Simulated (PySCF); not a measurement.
Species: `F[SiH2][SiH2]N[SiH2]C`. The columns A, B, C and D hold Mulliken, IAO, Hirshfeld and ESP-fitted charges (e) of one PBE0/pcSseg-1 density (PySCF), in a shuffled order. Coordinates in Å (GFN2-xTB); the density's dipole moment is (-2.34, 1.61, -0.36) D.

```json
{"atom": "C1", "x": "-2.889", "y": "0.838", "z": "0.335", "A": "-0.650", "B": "-0.212", "C": "-0.745", "D": "-0.725"}
{"atom": "Si2", "x": "-1.704", "y": "-0.620", "z": "0.578", "A": "+0.781", "B": "+0.380", "C": "+0.803", "D": "+0.911"}
{"atom": "N3", "x": "-0.119", "y": "-0.058", "z": "0.159", "A": "-0.853", "B": "-0.336", "C": "-0.829", "D": "-0.943"}
{"atom": "Si4", "x": "1.353", "y": "-0.973", "z": "0.142", "A": "+0.445", "B": "+0.289", "C": "+0.309", "D": "+0.584"}
{"atom": "Si5", "x": "3.065", "y": "0.558", "z": "0.191", "A": "+0.658", "B": "+0.340", "C": "+0.507", "D": "+0.797"}
{"atom": "F6", "x": "4.442", "y": "-0.289", "z": "0.141", "A": "-0.442", "B": "-0.220", "C": "-0.310", "D": "-0.552"}
{"atom": "H7", "x": "-3.894", "y": "0.563", "z": "0.638", "A": "+0.143", "B": "+0.046", "C": "+0.182", "D": "+0.162"}
{"atom": "H8", "x": "-2.592", "y": "1.699", "z": "0.926", "A": "+0.139", "B": "+0.044", "C": "+0.180", "D": "+0.157"}
{"atom": "H9", "x": "-2.935", "y": "1.149", "z": "-0.705", "A": "+0.138", "B": "+0.044", "C": "+0.180", "D": "+0.155"}
{"atom": "H10", "x": "-2.097", "y": "-1.748", "z": "-0.275", "A": "-0.112", "B": "-0.089", "C": "-0.159", "D": "-0.157"}
{"atom": "H11", "x": "-1.662", "y": "-1.047", "z": "1.980", "A": "-0.105", "B": "-0.086", "C": "-0.158", "D": "-0.147"}
{"atom": "H12", "x": "-0.092", "y": "0.837", "z": "-0.301", "A": "+0.218", "B": "+0.111", "C": "+0.374", "D": "+0.260"}
{"atom": "H13", "x": "1.381", "y": "-1.868", "z": "-1.034", "A": "-0.076", "B": "-0.084", "C": "-0.077", "D": "-0.133"}
{"atom": "H14", "x": "1.276", "y": "-1.855", "z": "1.313", "A": "-0.071", "B": "-0.073", "C": "-0.054", "D": "-0.112"}
{"atom": "H15", "x": "3.245", "y": "1.370", "z": "1.394", "A": "-0.102", "B": "-0.075", "C": "-0.100", "D": "-0.127"}
{"atom": "H16", "x": "3.214", "y": "1.454", "z": "-0.959", "A": "-0.111", "B": "-0.078", "C": "-0.104", "D": "-0.131"}
```

Problem. Which column most likely holds the ESP-fitted charges?

Solution. C. Σ q r misses the density's dipole by 0.06 D (C), 1.20 D (B), 1.22 D (D), 1.65 D (A). Charges fitted to the outside potential are the only set here that is tied to the molecule's multipoles.

Problem. And the Hirshfeld charges?

Solution. B. The mean sizes are 0.157 e (B), 0.315 e (A), 0.317 e (C), 0.378 e (D), and Hirshfeld charges are commonly the smallest of these schemes.

As computed, A = Mulliken, B = Hirshfeld, C = ESP-fitted, D = IAO. Hydrogens on carbon: Mulliken +0.14 to +0.14, Hirshfeld +0.04 to +0.05, ESP-fitted +0.18 to +0.18, IAO +0.16 to +0.16 e.

The ESP scheme fits charges at the nuclei, held to the total charge, to the electrostatic potential on points at 1.4 to 2.0 times the van der Waals radii. The IAO scheme counts the electrons in orthogonalised intrinsic atomic orbitals, a minimal basis polarised so that it spans the occupied orbitals exactly.

Geometry: GFN2-xTB, one conformer, isolated molecule.

The values belong to the conformer `[CH3:1][SiH2:2][NH:3][SiH2:4][SiH2:5][F:6]`: C1–Si2–N3–Si4 -178°, Si2–N3–Si4–Si5 -161°, N3–Si4–Si5–F6 -179°.
